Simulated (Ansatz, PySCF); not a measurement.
Cl₃HSTi, multiplicity 1. Atoms are numbered in the order given.

```xyz
6

Ti    -0.0580     0.0079     0.0000
Cl    -0.3087     1.2449    -1.7756
Cl    -0.3087     1.2449     1.7756
Cl    -1.3693    -1.7159     0.0000
S      2.0311    -0.8579     0.0000
H      2.5548     0.3966     0.0000
```

The structure is a stationary point at B3LYP-D3(BJ)/def2-SVP. The multiplicity is an assumed one; no other spin state was optimised. The structure was generated by enumeration; whether it is a known compound was not checked. One conformer was computed; it need not be the lowest.

Vertical ionisation energy (IE) and electron affinity (EA) in eV. Rows of orbital energies are one-electron estimates. Where ΔSCF, EOM or ADC give a negative EA the extra electron is unbound and the value depends on the basis.

```tsv
level	IE	EA
−ε(HOMO), −ε(LUMO), M06-2X/def2-TZVP (PySCF)	9.49	2.53
−ε(HOMO), −ε(LUMO), PBE/def2-TZVP (PySCF)	7.10	4.53
ΔSCF, PBE0/def2-SVPD (Ansatz), final states of multiplicity 2 and 2	10.26	2.66
ΔSCF, PBE/def2-SVPD (Ansatz), final states of multiplicity 2 and 2	(withheld)	(withheld)
```

**Question.** Some entries are withheld; supply them. (The exact figures need the calculation; the answer reports its results.)

**Answer.** 
- ΔSCF, PBE/def2-SVPD (Ansatz, a quantum-chemistry and plane-wave program), final states of multiplicity 2 and 2, IE: 9.99
- ΔSCF, PBE/def2-SVPD (Ansatz), final states of multiplicity 2 and 2, EA: 1.97

**Question.** What vertical singlet–triplet gap does ΔSCF give with PBE0/def2-SVPD (Ansatz) and with PBE/def2-SVPD (Ansatz)? (An estimate is asked for; the answer gives what the named calculation found.)

**Answer.** 2.56 and 2.96 eV (triplet above singlet where positive).
